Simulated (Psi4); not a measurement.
CH₅O (SMILES C[OH2+]), charge +1, singlet, geometry from GFN2-xTB; B3LYP/6-31G in Psi4 1.11.

Here is a job for Psi4.
```
memory 2 GB

molecule mol {
1 1
C    -0.019277    0.751129    0.000910
O    -0.019451   -0.710029    0.073094
H    -1.053935    1.084796    0.062118
H     0.899563   -1.056043    0.066199
H     0.525466    1.124354    0.866679
H     0.439888    1.112447   -0.918223
H    -0.539715   -1.092092   -0.666982
}

set {
  basis 6-31g
  reference rks
  dft_radial_points 35
}

energy('b3lyp')
print_variables()
```

Question: What does Psi4 print? Leave out banner, timings and long lists.

Answer: 
```
   => Loading Basis Set <=

    Name: 6-31G
    Role: ORBITAL
    Keyword: BASIS

         ---------------------------------------------------------
                                   SCF
               by Justin Turney, Rob Parrish, Andy Simmonett
                          and Daniel G. A. Smith
                              RKS Reference
         ---------------------------------------------------------

  ==> Geometry <==

    Molecular point group: c1
    Full point group: C1

    Geometry (in Angstrom), charge = 1, multiplicity = 1:

       Center              X                  Y                   Z               Mass
    ------------   -----------------  -----------------  -----------------  -----------------
         C           -0.011132328230     0.786264298684    -0.016805813405    12.000000000000
         O           -0.011306328230    -0.674893701316     0.055378186595    15.994914619570
         H           -1.045790328230     1.119931298684     0.044402186595     1.007825032230
         H            0.907707671770    -1.020907701316     0.048483186595     1.007825032230
         H            0.533610671770     1.159489298684     0.848963186595     1.007825032230
         H            0.448032671770     1.147582298684    -0.935938813405     1.007825032230
         H           -0.531570328230    -1.056956701316    -0.684697813405     1.007825032230

  Running in c1 symmetry.

  Rotational constants: A =      3.48335  B =      0.74016  C =      0.71024 [cm^-1]
  Rotational constants: A = 104428.28854  B =  22189.32168  C =  21292.49149 [MHz]
  Nuclear repulsion =   46.411315875769567

  Charge       = 1
  Multiplicity = 1
  Electrons    = 18
  Nalpha       = 9
  Nbeta        = 9

  ==> Algorithm <==

  SCF Algorithm Type is DF.
  DIIS enabled.
  MOM disabled.
  Fractional occupation disabled.
  Guess Type is SAD.
  Energy threshold   = 1.00e-06
  Density threshold  = 1.00e-06
  Integral threshold = 1.00e-12

  ==> Primary Basis <==

  Basis Set: 6-31G
    Blend: 6-31G
    Number of shells: 20
    Number of basis functions: 28
    Number of Cartesian functions: 28
    Spherical Harmonics?: false
    Max angular momentum: 1

  ==> DFT Potential <==

   => LibXC <=

    Version 7.1.2
    S. Lehtola, C. Steigemann, M. J. T. Oliveira, and M. A. L. Marques,  SoftwareX 7, 1–5 (2018) (10.1016/j.softx.2017.11.002)

   => Composite Functional: B3LYP <=

    B3LYP Hyb-GGA Exchange-Correlation Functional

    P. J. Stephens, F. J. Devlin, C. F. Chabalowski, and M. J. Frisch,  J. Phys. Chem. 98, 11623 (1994) (10.1021/j100096a001)

    Deriv               =              1
    GGA                 =           TRUE
    Meta                =          FALSE

    Exchange Hybrid     =           TRUE
    MP2 Hybrid          =          FALSE

   => Exchange Functionals <=

    0.0800   Slater exchange
    0.7200         Becke 88

   => Exact (HF) Exchange <=

    0.2000               HF

   => Correlation Functionals <=

    0.1900   Vosko, Wilk & Nusair (VWN5_RPA)
    0.8100   Lee, Yang & Parr

   => LibXC Density Thresholds  <==

    XC_HYB_GGA_XC_B3LYP:  1.00E-15

   => Molecular Quadrature <=

    Radial Scheme          =       TREUTLER
    Pruning Scheme         =           NONE
    Nuclear Scheme         =       TREUTLER

    Blocking Scheme        =         OCTREE
    BS radius alpha        =              1
    Pruning alpha          =              1
    Radial Points          =             35
    Spherical Points       =            302
    Total Points           =          71993
    Total Blocks           =            600
    Max Points             =            256
    Max Functions          =             28
    Weights Tolerance      =       1.00E-15

   => Loading Basis Set <=

    Name: (6-31G AUX)
    Role: JKFIT
    Keyword: DF_BASIS_SCF

  ==> Integral Setup <==

  SCF_SUBTYPE=INCORE selected. In-core MEM_DF algorithm will be used.
  Using in-core AOs.

  ==> MemDFJK: Density-Fitted J/K Matrices <==

    J tasked:                   Yes
    K tasked:                   Yes
    wK tasked:                   No
    Algorithm:                 Core
    Schwarz Cutoff:           1E-12
    Mask sparsity (%):       0.0000
    Fitting Condition:        1E-10

   => Auxiliary Basis Set <=

  Basis Set: (6-31G AUX)
    Blend: CC-PVDZ-JKFIT
    Number of shells: 93
    Number of basis functions: 287
    Number of Cartesian functions: 287
    Spherical Harmonics?: false
    Max angular momentum: 3

  Minimum eigenvalue in the overlap matrix is 1.6522326741E-02.
  Reciprocal condition number of the overlap matrix is 3.6302463625E-03.
    Using symmetric orthogonalization.

  ==> Pre-Iterations <==

  SCF Guess: Superposition of Atomic Densities via on-the-fly atomic UHF (no occupation information).

   -------------------------
    Irrep   Nso     Nmo
   -------------------------
     A         28      28
   -------------------------
    Total      28      28
   -------------------------

  ==> Iterations <==

                           Total Energy        Delta E     RMS |[F,P]|

   @DF-RKS iter SAD:  -115.99728198977941   -1.15997e+02   0.00000e+00
   @DF-RKS iter   1:  -115.90285190645874    9.44301e-02   1.43829e-02 DIIS/ADIIS
   @DF-RKS iter   2:  -115.89662406312729    6.22784e-03   1.55760e-02 DIIS/ADIIS
   @DF-RKS iter   3:  -115.97926485248527   -8.26408e-02   1.93310e-03 DIIS/ADIIS
   @DF-RKS iter   4:  -115.98026056523177   -9.95713e-04   6.86334e-04 DIIS/ADIIS
   @DF-RKS iter   5:  -115.98042442548072   -1.63860e-04   2.42315e-05 DIIS
   @DF-RKS iter   6:  -115.98042473119543   -3.05715e-07   2.06438e-06 DIIS
   @DF-RKS iter   7:  -115.98042473302890   -1.83347e-09   1.79652e-07 DIIS
  Energy and wave function converged.

  ==> Post-Iterations <==

   Electrons on quadrature grid:
      Ntotal   =   18.0000174648 ; deviation = 1.746e-05

    Orbital Energies [Eh]
    ---------------------

    Doubly Occupied:

[...]
    Virtual:

[...]
      28A      1.444027

    Final Occupation by Irrep:
              A
    DOCC [     9 ]
    NA   [     9 ]
    NB   [     9 ]

  @DF-RKS Final Energy:  -115.98042473302890

   => Energetics <=

    Nuclear Repulsion Energy =             46.4113158757695672
    One-Electron Energy =                -243.3522147475326847
    Two-Electron Energy =                  93.5706710489711782
    DFT Exchange-Correlation Energy =     -12.6101969102369544
    Empirical Dispersion Energy =           0.0000000000000000
    VV10 Nonlocal Energy =                  0.0000000000000000
    Total Energy =                       -115.9804247330288973

Computation Completed

Properties will be evaluated at   0.000000,   0.000000,   0.000000 [a0]

Properties computed using the SCF density matrix

 Multipole Moments:

 ------------------------------------------------------------------------------------
     Multipole            Electronic (a.u.)      Nuclear  (a.u.)        Total (a.u.)
 ------------------------------------------------------------------------------------

 L = 1.  Multiply by 2.5417464519 to convert [e a0] to [Debye]
 Dipole X            :          0.0688525            0.2924271            0.3612796
 Dipole Y            :         -1.7259847            1.2615333           -0.4644514
 Dipole Z            :         -0.0502994           -0.6360770           -0.6863764
 Magnitude           :                                                    0.9040745

 ------------------------------------------------------------------------------------

  Variable Map:
  ----------------------------------------------------------------------------
[...]
  Array Variable Map:
  ----------------------------------------------------------------------------
[...]
[...]
```
